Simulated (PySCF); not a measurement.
[PySCF 2.14.0 with density-fitted response routines: GFN2-xTB structure; NMR shieldings at PBE0/pcSseg-1/GIAO; gas phase; equivalent nuclei averaged; one computed conformer; non-relativistic Hamiltonian]

Chemical shifts δ = σref − σ; ¹H (σref 31.72) and ¹³C (σref 186.93) against TMS, all at this level. Shifts are as computed. Against solution values, carbons near 30 ppm lie about +3 ppm off and those near 130 ppm about +5 ppm. Of 1211 compounds with measured shifts, 218 miss one by over three times the rms of a fit or turn the order of signals round; such compounds aren't used in these exercises.

Problem. Order these molecules by the shift of their most deshielded carbon-bound hydrogen, lowest δ first.
A. c1ccc([SiH]2CC2)cc1
B. C#C[Si@@H]1CC(=C)[C@H]1C=C
C. C[Si](C)(C)P

Solution. C (0.20 ppm, hydrogen on a methyl carbon bonded to Si), B (6.11 ppm, hydrogen on an alkene CH), A (7.65 ppm, hydrogen on an aromatic CH).

Problem. Order these molecules by the shift of their most shielded carbon, lowest δ first.
A. C#C[Si@@H]1CC(=C)[C@H]1C=C
B. C[Si](C)(C)P
C. Cn1cccn1

Solution. B (2.6 ppm, methyl carbon bonded to Si), A (25.7 ppm, allylic sp3 CH2 bonded to Si), C (39.5 ppm, methyl carbon bonded to N).

Problem. How many ¹³C and ¹H signals does each give (equivalence by symmetry and fast rotation, but not about amide C–N or C=N bonds)? `c1ccc([SiH]2CC2)cc1`, `C[Si](C)(C)P`, `C#C[Si@@H]1CC(=C)[C@H]1C=C`, `Cn1cccn1`

Solution. c1ccc([SiH]2CC2)cc1: 5 C, 6 H; C[Si](C)(C)P: 1 C, 2 H; C#C[Si@@H]1CC(=C)[C@H]1C=C: 8 C, 10 H; Cn1cccn1: 4 C, 4 H.
